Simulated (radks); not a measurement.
Removal energies from the rhenium ion Re7+, [Xe] 4f14, by Delta-SCF beside the eigenvalue of the level emptied. All-electron calculation, scalar-relativistic Kohn-Sham, r2SCAN, spin-polarised, spherical densities, finite nucleus; meta-GGA in the generalised Kohn-Sham scheme; Fermi nuclear charge, rms radius of each element as measured or else 0.836 A^(1/3) + 0.57 fm. Program: a radial shooting solver on a logarithmic mesh with Libxc functionals. Open shells are filled with parallel spins first.

removed from     final configuration  Delta-SCF (eV)  -eigenvalue (eV)
5p            [Kr] 4d10 4f14 5s2 5p5          148.67            139.72
4f                         [Xe] 4f13          153.69            138.97
5s            [Kr] 4d10 4f14 5s1 5p6          190.64            180.91
4d             [Kr] 4d9 4f14 5s2 5p6          371.36            356.07
